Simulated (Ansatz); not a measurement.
## Nudged elastic band run: CH₅BCl₂FN

input.yaml

```yaml
crystal:
  periodic: [false, false, false]
  atoms:
    - { symbol: B, position_ang: [0.094391, -0.257343, 0.10149] }
    - { symbol: F, position_ang: [0.414648, 0.688823, 1.029252] }
    - { symbol: Cl, position_ang: [1.462313, -0.619677, -1.083304] }
    - { symbol: Cl, position_ang: [-1.537283, 0.031362, -0.713742] }
    - { symbol: "N", position_ang: [-0.134829, -1.644867, 0.94126] }
    - { symbol: H, position_ang: [-0.312277, -2.383617, 0.25386] }
    - { symbol: C, position_ang: [0.974893, -2.012917, 1.846945] }
    - { symbol: H, position_ang: [1.876341, -2.153675, 1.237511] }
    - { symbol: H, position_ang: [1.139372, -1.179263, 2.539885] }
    - { symbol: H, position_ang: [0.739631, -2.931914, 2.40083] }
    - { symbol: H, position_ang: [-1.013097, -1.520011, 1.457314] }
basis:
  gaussian: { orbitals: def2-SVP }
hamiltonian:
  xc: r2scan
  dispersion: d4
neb:
  order_check: false
  images: 5
  f_tol: 0.03
  max_iterations: 60
  final_atoms:
    - { symbol: B, position_ang: [0.12637509, -0.77996747, -0.37807519] }
    - { symbol: F, position_ang: [-0.59837843, 0.39212301, 2.30453431] }
    - { symbol: Cl, position_ang: [1.58762964, 0.16902425, -0.61412188] }
    - { symbol: Cl, position_ang: [-1.25594783, -0.56452249, -1.45450865] }
    - { symbol: "N", position_ang: [0.02159087, -1.70896425, 0.67780318] }
    - { symbol: H, position_ang: [-0.79105585, -2.32252214, 0.65902747] }
    - { symbol: C, position_ang: [1.08530028, -2.1245588, 1.58526798] }
    - { symbol: H, position_ang: [1.55758114, -3.06390971, 1.25306138] }
    - { symbol: H, position_ang: [1.85376752, -1.34276316, 1.62320725] }
    - { symbol: H, position_ang: [0.68998816, -2.26882846, 2.6020279] }
    - { symbol: H, position_ang: [-0.57274758, -0.36820979, 1.75307725] }
  initial_path:
    images:
      - { positions_ang: [[0.094391, -0.257343, 0.10149], [0.414648, 0.688823, 1.029252], [1.462313, -0.619677, -1.083304], [-1.537283, 0.031362, -0.713742], [-0.134829, -1.644867, 0.94126], [-0.312277, -2.383617, 0.25386], [0.974893, -2.012917, 1.846945], [1.876341, -2.153675, 1.237511], [1.139372, -1.179263, 2.539885], [0.739631, -2.931914, 2.40083], [-1.013097, -1.520011, 1.457314]] }
      - { positions_ang: [[0.02500417, -0.18807894, 0.06150394], [0.23685504, 0.45046097, 1.23662203], [1.47248866, -0.38412947, -1.03743368], [-1.59647302, -0.04976016, -0.79284608], [-0.04849546, -1.69004575, 0.82408562], [-0.31485107, -2.45259121, 0.19266054], [0.95970127, -2.01936938, 1.82918451], [1.64113193, -2.47369546, 1.44446333], [1.38307702, -1.26825801, 2.27298404], [0.61163159, -2.53034427, 2.49841884], [-0.66596715, -1.37728731, 1.48165792]] }
      - { positions_ang: [[-0.04438265, -0.11881489, 0.02151788], [0.05906208, 0.21209894, 1.44399205], [1.48266432, -0.14858194, -0.99156336], [-1.65566304, -0.13088233, -0.87195017], [0.03783809, -1.73522449, 0.70691124], [-0.31742514, -2.52156543, 0.13146108], [0.94450955, -2.02582177, 1.81142401], [1.40592285, -2.79371592, 1.65141566], [1.62678205, -1.35725302, 2.00608307], [0.48363218, -2.12877455, 2.59600768], [-0.31883729, -1.23456361, 1.50600185]] }
      - { positions_ang: [[-0.11376948, -0.04955083, -0.01846817], [-0.11873088, -0.02626309, 1.65136208], [1.49283999, 0.08696559, -0.94569304], [-1.71485306, -0.21200449, -0.95105425], [0.12417163, -1.78040324, 0.58973686], [-0.3199992, -2.59053964, 0.07026162], [0.92931782, -2.03227415, 1.79366352], [1.17071378, -3.11373638, 1.85836798], [1.87048707, -1.44624804, 1.73918211], [0.35563277, -1.72720482, 2.69359652], [0.02829256, -1.09183992, 1.53034577]] }
      - { positions_ang: [[-0.03372129, -0.29302304, -0.13833718], [-0.27861339, 0.11319894, 1.86908616], [1.52443654, 0.11431848, -0.83516932], [-1.56188465, -0.32951049, -1.11887238], [0.08997805, -1.75659024, 0.6190923], [-0.47701809, -2.50120047, 0.2665169], [0.98131198, -2.0630357, 1.72419834], [1.29966956, -3.09712749, 1.65659912], [1.86491389, -1.41175308, 1.70052382], [0.46708456, -1.90774604, 2.66307365], [-0.17205415, -0.85062988, 1.6045896]] }
      - { positions_ang: [[0.0463269, -0.53649526, -0.25820619], [-0.43849591, 0.25266098, 2.08681023], [1.55603309, 0.14167136, -0.7246456], [-1.40891624, -0.44701649, -1.28669052], [0.05578446, -1.73277724, 0.64844774], [-0.63403697, -2.4118613, 0.46277219], [1.03330613, -2.09379725, 1.65473316], [1.42862535, -3.0805186, 1.45483025], [1.85934071, -1.37725812, 1.66186554], [0.57853636, -2.08828725, 2.63255077], [-0.37240087, -0.60941984, 1.67883342]] }
      - { positions_ang: [[0.12637509, -0.77996747, -0.37807519], [-0.59837843, 0.39212301, 2.30453431], [1.58762964, 0.16902425, -0.61412188], [-1.25594783, -0.56452249, -1.45450865], [0.02159087, -1.70896425, 0.67780318], [-0.79105585, -2.32252214, 0.65902747], [1.08530028, -2.1245588, 1.58526798], [1.55758114, -3.06390971, 1.25306138], [1.85376752, -1.34276316, 1.62320725], [0.68998816, -2.26882846, 2.6020279], [-0.57274758, -0.36820979, 1.75307725]] }
```

Launched with:

```bash
$ ansatz run input.yaml --threads 4 --pin off --max-ram 5120MiB --backend cpu --events-out ev --progress --plain --runs-dir out
```

Output, in part (warnings, iteration lines, the closing report on the highest movable image, with atoms numbered from 0):

```
NEB end point (image 0): max|allowed force component| = 2.252e-2 eV/Å (the criterion of neb.relax_end_points is 1.000e-2)
NEB end point (image 6): max|allowed force component| = 2.036e-2 eV/Å (the criterion of neb.relax_end_points is 1.000e-2)
NEB iter   1: max|band force component| = 9.561e0 eV/Å  barrier→ = 6.3614 eV  barrier← = 5.0033 eV  Δτ_max = 0.2000 Å  (203 SCF iters)
NEB iter   2: max|band force component| = 3.392e0 eV/Å  barrier→ = 4.5313 eV  barrier← = 3.1732 eV  Δτ_max = 0.2000 Å  (179 SCF iters)
NEB iter   3: max|band force component| = 3.675e0 eV/Å  barrier→ = 3.1560 eV  barrier← = 1.7980 eV  Δτ_max = 0.0992 Å  (174 SCF iters)
NEB iter   4: max|band force component| = 2.265e0 eV/Å  barrier→ = 2.5737 eV  barrier← = 1.2157 eV  Δτ_max = 0.1946 Å  (148 SCF iters)
NEB iter   5: max|band force component| = 2.488e0 eV/Å  barrier→ = 2.2895 eV  barrier← = 0.9314 eV  Δτ_max = 0.0970 Å  (153 SCF iters)
NEB iter   6: max|band force component| = 2.251e0 eV/Å  barrier→ = 2.2882 eV  barrier← = 0.9301 eV  Δτ_max = 0.0987 Å  (153 SCF iters)
NEB iter   7: max|band force component| = 1.825e0 eV/Å  barrier→ = 2.2017 eV  barrier← = 0.8436 eV  Δτ_max = 0.1995 Å  (158 SCF iters)
NEB iter   8: max|band force component| = 2.951e0 eV/Å  barrier→ = 1.8539 eV  barrier← = 0.4958 eV  Δτ_max = 0.1004 Å  (168 SCF iters)
NEB iter   9: max|band force component| = 1.689e0 eV/Å  barrier→ = 1.5611 eV  barrier← = 0.2030 eV  Δτ_max = 0.0998 Å  (149 SCF iters)
NEB iter  10: max|band force component| = 7.440e-1 eV/Å  barrier→ = 1.5098 eV  barrier← = 0.1517 eV  Δτ_max = 0.2000 Å  (147 SCF iters)
NEB iter  11: max|band force component| = 1.551e0 eV/Å  barrier→ = 1.6089 eV  barrier← = 0.2508 eV  CI = image 4  Δτ_max = 0.2000 Å  (171 SCF iters)
NEB iter  12: max|band force component| = 7.663e-1 eV/Å  barrier→ = 1.8725 eV  barrier← = 0.5144 eV  CI = image 4  Δτ_max = 0.1989 Å  (170 SCF iters)
NEB iter  13: max|band force component| = 3.653e-1 eV/Å  barrier→ = 1.8380 eV  barrier← = 0.4799 eV  CI = image 4  Δτ_max = 0.1262 Å  (148 SCF iters)
NEB iter  14: max|band force component| = 4.544e-1 eV/Å  barrier→ = 1.8290 eV  barrier← = 0.4709 eV  CI = image 4  Δτ_max = 0.0625 Å  (148 SCF iters)
NEB iter  15: max|band force component| = 8.234e-1 eV/Å  barrier→ = 1.8154 eV  barrier← = 0.4573 eV  CI = image 4  Δτ_max = 0.0315 Å  (158 SCF iters)
NEB iter  16: max|band force component| = 3.121e-1 eV/Å  barrier→ = 1.8081 eV  barrier← = 0.4500 eV  CI = image 4  Δτ_max = 0.0565 Å  (158 SCF iters)
NEB iter  17: max|band force component| = 4.246e-1 eV/Å  barrier→ = 1.8081 eV  barrier← = 0.4500 eV  CI = image 4  Δτ_max = 0.0286 Å  (158 SCF iters)
NEB iter  18: max|band force component| = 5.272e-2 eV/Å  barrier→ = 1.8073 eV  barrier← = 0.4492 eV  CI = image 4  Δτ_max = 0.0105 Å  (142 SCF iters)
NEB iter  19: max|band force component| = 2.310e-2 eV/Å  barrier→ = 1.8071 eV  barrier← = 0.4490 eV  CI = image 4  Δτ_max = 0.0000 Å  (291 SCF iters)
Total energy: -31033.28093730 eV, -1140.4520393326 hartree
Atom 0 at     0.036970    -0.564800    -0.048627 Å, force    -0.012449     0.005886    -0.002885 eV/Å
Atom 1 at    -0.605926     0.645899     1.197759 Å, force     0.005535    -0.002458     0.005780 eV/Å
Atom 2 at     1.654995     0.029339    -0.478740 Å, force     0.003792    -0.002820     0.000573 eV/Å
Atom 3 at    -1.233679    -0.622113    -1.298720 Å, force     0.005619    -0.003426     0.000362 eV/Å
Atom 4 at    -0.082142    -1.576923     1.053146 Å, force     0.005388     0.009619    -0.025745 eV/Å
Atom 5 at    -0.831288    -2.244804     0.870544 Å, force     0.001494    -0.002037     0.009026 eV/Å
Atom 6 at     1.094965    -2.208114     1.654996 Å, force     0.007571    -0.003926     0.013640 eV/Å
Atom 7 at     1.615248    -2.875120     0.947850 Å, force    -0.004952    -0.001138    -0.002732 eV/Å
Atom 8 at     1.805677    -1.434221     1.973268 Å, force    -0.006303     0.002605    -0.004341 eV/Å
Atom 9 at     0.794673    -2.789232     2.538768 Å, force     0.001608    -0.001525     0.001598 eV/Å
Atom 10 at    -0.545389    -0.343010     1.601058 Å, force    -0.007304    -0.000780     0.004723 eV/Å
Dipole moment:     0.040153    -0.686364     0.498295 e Å
```

The forces met the threshold. Neighbouring images differ by up to 1.6 eV, so the band resolves the path poorly. A vibrational analysis at the climbing image gives one clearly imaginary mode, 620i cm⁻¹: a first-order saddle point. The orbitals stay closed-shell, which can raise the energy where a bond breaks towards radicals; this wasn't checked here.

Final band (atoms are numbered from 1 in the order of the input):

```tsv
image	path coordinate (Å)	energy (kcal/mol)	B1–F2 (Å)	N5–H11 (Å)	F2–H11 (Å)
0	0.00	0.0	1.36	1.03	2.66
1	0.81	0.8	1.37	1.03	2.46
2	1.61	2.5	1.37	1.03	2.31
3	2.42	5.8	1.39	1.03	1.93
4	3.23	41.7	1.85	1.43	1.07
5	4.10	31.8	2.76	1.83	0.94
6	4.97	31.3	3.02	1.82	0.94
```

Run time: 4.9 min on 4 threads of Arm Neoverse V1 (shared host), peak memory 0.2 GiB.
